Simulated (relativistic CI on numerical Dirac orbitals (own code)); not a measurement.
The numbers below are computed, except where a source is named.
# Quantum defects of the ns series of Sn²⁺

Problem. The ns ³S levels with J = 1 of Sn²⁺ lie at 6s: 139637.9, 7s: 186688.3 cm⁻¹ (Moore, Atomic Energy Levels, vol. III, NSRDS-NBS 35 (1971 reprint of NBS Circular 467, 1958)), and the ionisation limit at 246047.5 cm⁻¹ (NIST ASD). Find the quantum defects and predict 8s.

Working.
1. The outer electron sees the charge z = 3; R = 109736.81 cm⁻¹ for this mass. The binding energy T = limit − E defines n* = z√(R/T).
2. Values: 6s: T = 106409.6, n* = 3.0465, δ = n − n* = 2.9535; 7s: T = 59359.2, n* = 4.0790, δ = n − n* = 2.9210.
3. With δ held at 2.9210: E(8s) = limit − Rz²/(8 − δ)² = 207761.6 cm⁻¹.
4. The Ritz form δ = δ₀ + a/n*² through the last two members has a = 0.6813 and δ₀ = 2.8801, so with n* ≈ 8 − 2.9210, δ(8) = 2.9065 and E = 207979.8 cm⁻¹.

Check. The measured level is 207956.9 cm⁻¹ (δ = 2.9080), so the two predictions miss by -195.3 and 22.9 cm⁻¹. The defect is large because this electron penetrates the core.
